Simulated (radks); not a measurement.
Polarisability of neutral helium, [He], at imaginary frequency. Calculated with a radial shooting solver on a logarithmic mesh with Libxc functionals: non-relativistic Kohn-Sham, LDA (Slater exchange, Perdew-Wang correlation), spin-unpolarised, spherical densities, point nucleus. Response by self-consistent Sternheimer equations with the Hartree and adiabatic LDA kernel.

w (hartree)  alpha1(iw) (bohr^3)  alpha2(iw) (bohr^5)
0.00266                    1.659                3.580
0.0143                     1.658                3.580
0.0360                     1.655                3.575
0.0697                     1.647                3.561
0.118                      1.626                3.526
0.186                      1.580                3.449
0.280                      1.491                3.298
0.413                      1.340                3.028
0.605                      1.114                2.600
0.892                     0.8304                2.014
1.35                      0.5370                1.352
2.12                      0.2906               0.7512
3.59                      0.1246               0.3258
6.94                     0.03800              0.09918
17.5                    0.006364              0.01648

Static values: alpha1 = 1.659 bohr^3 (0.2458 angstrom^3; uncoupled 1.809), alpha2 = 3.580 bohr^5, alpha3 = 18.65 bohr^7. C6 = 1.866, C8 = 21.47, triple-dipole C9 = 2.254 atomic units. One-pole (London) frequency 4 C6 / (3 alpha1^2) = 0.904 hartree, against 0.570 for minus the highest occupied eigenvalue. The dipole shielding factor is 1.000, as the force sum rule N/Z = 1.000 demands. Recommended static value: 1.38375 bohr^3 (Schwerdtfeger and Nagle, 2023 table).
